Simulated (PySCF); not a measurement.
Input of a response calculation (the driver script's job line, then coordinates in Å):

```
{"job": {"kind": "uv", "xc": "CAM-B3LYP", "basis": "def2-SVPD", "ip": false, "nstates": 10}, "charge": 0, "multiplicity": 1}
As    -0.022772    -0.013802     0.667113
O      1.433762     0.382484    -0.271836
C      2.598891    -0.373779    -0.062982
H      2.861503    -0.471121     1.008395
H      3.431081     0.139947    -0.567204
H      2.507023    -1.387938    -0.489193
O     -1.095463     1.101637    -0.207513
C     -0.936004     2.483523    -0.006450
H     -0.945041     2.764835     1.064567
H     -1.778880     2.994661    -0.495087
H      0.002980     2.853101    -0.453298
O     -0.452900    -1.452705    -0.283341
C     -1.660317    -2.114622    -0.007657
H     -1.800431    -2.322310     1.071009
H     -1.646046    -3.079819    -0.535986
H     -2.531738    -1.538023    -0.364108
```

Its output, with some lines taken out ([cut]) and without the SCF cycles:

```
converged SCF energy = -2580.7530836031

Static polarisability (au): isotropic 81.887, principal 67.266 88.637 89.757

Singlet excitations
state   eV       nm        f      main configurations
[cut]
[cut]
[cut]
  4   7.0145    176.8   0.00554   H-1->L 0.59, H-1->L+1 0.17, H-2->L+1 0.08
  5   7.0621    175.6   0.01220   H-2->L 0.48, H-1->L+1 0.35
  6   7.1005    174.6   0.00403   H-2->L+1 0.72, H-2->L 0.12
  7   7.4494    166.4   0.11346   H->L+2 0.84
  8   7.8052    158.8   0.05692   H-3->L 0.63, H-3->L+1 0.19
  9   7.8200    158.5   0.05929   H-3->L+1 0.62, H-3->L 0.19
[cut]

Triplet excitations (Tamm-Dancoff, eV): 5.1108 5.1308 6.5839 6.7121
```

Theory: PySCF 2.14.0, density-fitted response routines, TDDFT CAM-B3LYP/def2-SVPD, vertical, gas phase, core orbitals frozen in the response. The structure is a single PBE0-D3(BJ)/def2-SVP conformer in the gas phase; no vibrational or solvent corrections. The CAM-B3LYP/def2-SVPD calculation is non-relativistic and has no spin–orbit coupling, an omission that weighs most on arsenic.

Q: What stood in the cut lines?

A: 
```
  1   6.2473    198.5   0.11065   H->L 0.89
  2   6.2672    197.8   0.11512   H->L+1 0.89
  3   6.9144    179.3   0.00052   H-1->L+1 0.34, H-1->L 0.28, H-2->L 0.24
 10   7.9412    156.1   0.09892   H->L+5 0.79
```

Q: What is the polarisability anisotropy, √(½[(α1 − α2)² + (α2 − α3)² + (α3 − α1)²])?

A: 21.95 au.

Q: What is the total energy of state 5 at this geometry?

A: -2580.75308 + 0.25953 = -2580.49355 hartree.

Q: What is the gap between the lowest singlet and the lowest triplet?

A: 6.2473 − 5.1108 = 1.1365 eV (full response against Tamm–Dancoff).

Q: Write the structure that the coordinates describe.

A: As(OMe)3, `CO[As](OC)OC` (C3H9AsO3).

H and L stand for HOMO and LUMO.
